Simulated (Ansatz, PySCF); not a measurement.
System: GaO3, net charge 0, doublet state. It need not be the lowest isomer of its formula. 
Coordinates optimised at B3LYP-D3(BJ)/def2-TZVP (Ansatz, a first-principles code):
```xyz
4

Ga    -0.0008    -0.2875     0.0009
O     -0.0055    -1.9491     0.0061
O      0.6881     1.5296    -0.0363
O     -0.6795     1.5336     0.0268
```
Charge 0, spin multiplicity 2.

Wanted: atomisation energy (electronic, to ground-state atoms), in eV. Valence correlation only, unless marked. UHF or UKS for open shells. Spin-orbit coupling is left out. The frozen core is the preceding noble-gas configuration, with the filled d and f shells of earlier blocks. No relativistic terms. The coupled-cluster limit lacks core correlation, which all-electron functionals hold. Basis-set limits of correlation are two-point, X^-3; Hartree-Fock from the larger set. The bracket is a focal-point correction in the basis named. The program attaches cautions to a run behind CCSD/STO-3G: large difference.

| level | program | atomisation energy (eV) | minus last row |
|---|---|---|---|
| HF/aug-cc-pVQZ | Ansatz | 2.28 | -8.23 |
| HF-D3(BJ)/def2-TZVPD | PySCF + dftd3 | 2.74 | -7.77 |
| BLYP-D4/def2-TZVPD | Ansatz + dftd4 | 11.11 | 0.60 |
| revPBE/def2-TZVPD | Ansatz | 10.79 | 0.28 |
| B3LYP/def2-TZVPD | Ansatz | 10.02 | -0.49 |
| PBE0/def2-TZVP | Ansatz | 10.07 | -0.44 |
| BHLYP-D4/def2-TZVPD | Ansatz + dftd4 | 8.20 | -2.31 |
| HSE06/def2-TZVPD | Ansatz | 10.12 | -0.39 |
| CAM-B3LYP-D3(BJ)/def2-TZVPD | Ansatz + dftd3 | 10.16 | -0.35 |
| CAM-B3LYP/def2-TZVPD | Ansatz | 10.12 | -0.39 |
| LC-wPBE-D3(BJ)/def2-TZVPD | Ansatz + dftd3 | 10.44 | -0.07 |
| B2GP-PLYP-D3(BJ)/def2-TZVPD | Ansatz + dftd3 | 10.23 | -0.28 |
| B2PLYP/def2-TZVPD | Ansatz | 10.36 | -0.15 |
| RI-MP2/cc-pVTZ | Ansatz | 11.13 | 0.62 |
| SCS-MP2/cc-pVDZ | Ansatz | 8.99 | -1.52 |
| SCS-MP2/cc-pVTZ | Ansatz | 10.46 | -0.05 |
| CCSD/STO-3G | Ansatz | 5.58 | -4.93 |
| CCSD/cc-pVDZ | Ansatz | 7.90 | -2.61 |
| CCSD/cc-pVTZ | Ansatz | 9.06 | -1.45 |
| CCSD(T)/6-31G | Ansatz | 6.87 | -3.64 |
| RI-MP2/CBS(cc-pVTZ,cc-pVQZ)+[CCSD(T)-MP2]/cc-pVTZ | Ansatz | 10.51 | 0.00 |
